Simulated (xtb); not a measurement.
xtb job for Al(Me)(F)2 cation (CH₃AlF₂), SMILES [F][Al]([F])[CH3] (connectivity only; charge and spin as stated), charge +1, multiplicity 2, GFN2-xTB. 

```
$ xtb mol.xyz --gfn 2 --sp --chrg 1 --uhf 1 --json
$ cat mol.xyz
7

Al     0.16470921     0.13514560     0.00435155
C     -1.49103874    -1.16360983    -0.05317022
H     -1.16265167    -1.97059303    -0.72099285
H     -2.29287074    -0.52394675    -0.44375765
H     -1.60284850    -1.48284929     0.99126331
F     -0.15670852     1.61407069    -0.58264021
F      1.47486225    -0.59160901     0.63107779
```

It prints:

```
[banner left out]
          |                Calculation Setup                |
           -------------------------------------------------



           -------------------------------------------------
          |                 G F N 2 - x T B                 |
           -------------------------------------------------

        Reference                      10.1021/acs.jctc.8b01176
      * Hamiltonian:
        H0-scaling (s, p, d)           1.850000    2.230000    2.230000
        zeta-weighting                 0.500000
      * Dispersion:
        s8                             2.700000
        a1                             0.520000
        a2                             5.000000
        s9                             5.000000
      * Repulsion:
        kExp                           1.500000    1.000000
        rExp                           1.000000
      * Coulomb:
        alpha                          2.000000
        third order                    shell-resolved
        anisotropic                    true
        a3                             3.000000
        a5                             4.000000
        cn-shift                       1.200000
        cn-exp                         4.000000
        max-rad                        5.000000


          ...................................................
          :                      SETUP                      :
          :.................................................:
          :  # basis functions                  25          :
          :  # atomic orbitals                  24          :
          :  # shells                           12          :
          :  # electrons                        23          :
          :  max. iterations                   250          :
          :  Hamiltonian                  GFN2-xTB          :
          :  restarted?                      false          :
          :  GBSA solvation                  false          :
          :  PC potential                    false          :
          :  electronic temp.          300.0000000     K    :
          :  accuracy                    1.0000000          :
          :  -> integral cutoff          0.2500000E+02      :
          :  -> integral neglect         0.1000000E-07      :
          :  -> SCF convergence          0.1000000E-05 Eh   :
          :  -> wf. convergence          0.1000000E-03 e    :
          :  Broyden damping             0.4000000          :
          :  net charge                          1          :
          :  unpaired electrons                  1          :
          ...................................................

 iter      E             dE          RMSdq      gap      omega  full diag
   1    -13.8256371 -0.138256E+02  0.186E+01    5.00       0.0  T
   2    -13.8771818 -0.515448E-01  0.112E+01    4.61       1.0  T
   3    -13.8698438  0.733808E-02  0.334E+00    4.27       1.0  T
   4    -13.8847092 -0.148655E-01  0.761E-01    4.52       1.0  T
   5    -13.8851383 -0.429043E-03  0.433E-01    4.52       1.0  T
   6    -13.8851939 -0.556087E-04  0.170E-01    4.54       1.0  T
   7    -13.8852001 -0.621219E-05  0.378E-02    4.55       1.0  T
   8    -13.8852018 -0.173776E-05  0.166E-02    4.55       2.3  T
   9    -13.8852021 -0.302853E-06  0.354E-03    4.55      10.7  T
  10    -13.8852022 -0.299424E-07  0.140E-03    4.55      27.0  T
  11    -13.8852021  0.402248E-08  0.185E-03    4.55      20.4  T
  12    -13.8852022 -0.122293E-07  0.909E-05    4.55     416.0  T
  13    -13.8852022 -0.729372E-11  0.682E-05    4.55     554.4  T

   *** convergence criteria satisfied after 13 iterations ***

         #    Occupation            Energy/Eh            Energy/eV
      -------------------------------------------------------------
         1        2.0000           -1.0622846             -28.9062
       ...           ...                  ...                  ...
         6        2.0000           -0.7553837             -20.5550
         7        2.0000           -0.7528059             -20.4849
         8        2.0000           -0.7522535             -20.4699
         9        2.0000           -0.7462634             -20.3069
        10        2.0000           -0.7452732             -20.2799
        11        2.0000           -0.7415086             -20.1775
        12        1.0000           -0.6919800             -18.8297 (HOMO)
        13                         -0.5246849             -14.2774 (LUMO)
        14                         -0.3979607             -10.8291
        15                         -0.3277606              -8.9188
        16                         -0.3139949              -8.5442
        17                         -0.2728641              -7.4250
       ...                                ...                  ...
        24                          0.7117849              19.3687
      -------------------------------------------------------------
                  HL-Gap            0.1672951 Eh            4.5523 eV
             Fermi-level           -0.6625324 Eh          -18.0284 eV

 SCC (total)                   0 d,  0 h,  0 min,  0.005 sec
 SCC setup                      ...        0 min,  0.000 sec (  3.338%)
 Dispersion                     ...        0 min,  0.000 sec (  1.551%)
 classical contributions        ...        0 min,  0.000 sec (  0.547%)
 integral evaluation            ...        0 min,  0.001 sec ( 12.700%)
 iterations                     ...        0 min,  0.003 sec ( 58.165%)
 molecular gradient             ...        0 min,  0.001 sec ( 21.632%)
 printout                       ...        0 min,  0.000 sec (  1.819%)

         :::::::::::::::::::::::::::::::::::::::::::::::::::::
         ::                     SUMMARY                     ::
         :::::::::::::::::::::::::::::::::::::::::::::::::::::
         :: total energy             -13.800317458224 Eh    ::
         :: gradient norm              0.000276617652 Eh/a0 ::
         :: HOMO-LUMO gap              4.552331489923 eV    ::
         ::.................................................::
         :: SCC energy               -13.885201258113 Eh    ::
         :: -> isotropic ES            0.168813569378 Eh    ::
         :: -> anisotropic ES         -0.009682115472 Eh    ::
         :: -> anisotropic XC         -0.000057041574 Eh    ::
         :: -> dispersion             -0.001913089379 Eh    ::
         :: repulsion energy           0.084883799889 Eh    ::
         :: add. restraining           0.000000000000 Eh    ::
         :: total charge               1.000000000000 e     ::
         :::::::::::::::::::::::::::::::::::::::::::::::::::::

           -------------------------------------------------
          |                Property Printout                |
           -------------------------------------------------

    * Orbital Energies and Occupations

         #    Occupation            Energy/Eh            Energy/eV
      -------------------------------------------------------------
         1        2.0000           -1.0622846             -28.9062
         2        2.0000           -1.0403295             -28.3088
         3        2.0000           -0.8669047             -23.5897
         4        2.0000           -0.7811834             -21.2571
         5        2.0000           -0.7612060             -20.7135
         6        2.0000           -0.7553837             -20.5550
         7        2.0000           -0.7528059             -20.4849
         8        2.0000           -0.7522535             -20.4699
         9        2.0000           -0.7462634             -20.3069
        10        2.0000           -0.7452732             -20.2799
        11        2.0000           -0.7415086             -20.1775
Note: The following floating-point exceptions are signalling: IEEE_DENORMAL
normal termination of xtb
        12        1.0000           -0.6919800             -18.8297 (HOMO)
        13                         -0.5246849             -14.2774 (LUMO)
        14                         -0.3979607             -10.8291
        15                         -0.3277606              -8.9188
        16                         -0.3139949              -8.5442
        17                         -0.2728641              -7.4250
        18                         -0.2621255              -7.1328
        19                         -0.1379773              -3.7546
        20                         -0.0593748              -1.6157
        21                         -0.0210112              -0.5717
        22                          0.0002563               0.0070
        23                          0.6332034              17.2303
        24                          0.7117849              19.3687
      -------------------------------------------------------------
                  HL-Gap            0.1672951 Eh            4.5523 eV
             Fermi-level           -0.6625324 Eh          -18.0284 eV

     #   Z          covCN         q      C6AA      α(0)
     1  13 Al       2.156     0.632   131.716    26.395
     2   6 C        3.582    -0.098    23.150     6.984
     3   1 H        0.924     0.214     1.029     1.586
     4   1 H        0.924     0.220     1.002     1.565
     5   1 H        0.924     0.215     1.025     1.584
     6   9 F        0.672    -0.091    10.186     3.768
     7   9 F        0.672    -0.092    10.200     3.770

 Mol. C6AA /au·bohr⁶  :        616.526919
 Mol. C8AA /au·bohr⁸  :      28872.355015
 Mol. α(0) /au        :         45.651461


Wiberg/Mayer (AO) data.
largest (>0.10) Wiberg bond orders for each atom

 ---------------------------------------------------------------------------
     #   Z sym  total        # sym  WBO       # sym  WBO       # sym  WBO
 ---------------------------------------------------------------------------
     1  13 Al   3.626 --     6 F    1.378     7 F    1.373     2 C    0.702
     2   6 C    3.523 --     4 H    0.888     5 H    0.887     3 H    0.887
                             1 Al   0.702
     3   1 H    0.954 --     2 C    0.887
     4   1 H    0.951 --     2 C    0.888
     5   1 H    0.954 --     2 C    0.887
     6   9 F    1.545 --     1 Al   1.378
     7   9 F    1.542 --     1 Al   1.373
 ---------------------------------------------------------------------------

Topologies differ in total number of bonds
Writing topology from bond orders to xtbtopo.mol

molecular dipole:
                 x           y           z       tot (Debye)
 q only:       -1.834      -1.416      -0.069
   full:       -1.838      -1.422      -0.068       5.908
molecular quadrupole (traceless):
                xx          xy          yy          xz          yz          zz
 q only:        3.424       6.504       0.101      -0.212       0.825      -3.525
  q+dip:        3.332       6.537       0.125      -0.271       0.868      -3.457
   full:        2.405       7.211      -1.479      -1.844       2.805      -0.926


           -------------------------------------------------
          | TOTAL ENERGY              -13.800317458224 Eh   |
          | GRADIENT NORM               0.000276617652 Eh/α |
          | HOMO-LUMO GAP               4.552331489923 eV   |
           -------------------------------------------------

------------------------------------------------------------------------
------------------------------------------------------------------------
 total:
 SCF:
```

Self-consistency was reached.

Cost: about 0.04 core-seconds (a rough figure).
